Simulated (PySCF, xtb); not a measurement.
H3Si2, SMILES [Si][SiH3] (connectivity only; charge and spin as stated), charge +1, multiplicity 1.

Harmonic wavenumbers (cm⁻¹) from xtb with GFN2-xTB at its own minimum, in rising order: 303, 303, 317, 682, 731, 731, 2227, 2236, 2238.

What does PBE0-D3(BJ)/def2-TZVP (PySCF) give at its own minimum? (The exact figures need the calculation; the answer reports its results.)

242, 243, 387, 780, 883, 883, 2206, 2236, 2236. Paired by order, the mean absolute difference is 69 cm⁻¹ and the zero-point energies are 14.0 and 14.4 kcal/mol.
